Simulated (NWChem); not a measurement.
C3H2F4; SMILES F[C@H]1[C@H](F)C1(F)F

```xyz
9

F      1.7749     0.2020    -1.0649
C      0.5381     0.5308    -0.6559
C     -0.5381    -0.5308    -0.6559
F     -1.7749    -0.2020    -1.0649
C      0.0000     0.0000     0.6306
F      0.7495    -0.8069     1.3754
F     -0.7495     0.8069     1.3754
H      0.2146     1.5444    -0.9234
H     -0.2146    -1.5444    -0.9234
```
Atoms are numbered in this order, from 1.

Results from NWChem. Pople sets run with spherical d functions. All runs use the structure optimised with PBE0/def2-SVP. Atomic charges in e: unrestrained fits to the electrostatic potential beside Mulliken populations; buried atoms are poorly determined by the fit.

For level Hartree-Fock/6-31G*:

```
Item         Result
-----------  ------
Mulliken F1   -0.41
Mulliken F4   -0.41
Mulliken C5    0.83
```

Problem. Estimate the same quantities for level B3LYP/def2-SVP.

Solution. The Mulliken F1 is -0.20. The Mulliken F4 is -0.20 and the Mulliken C5 is 0.35.
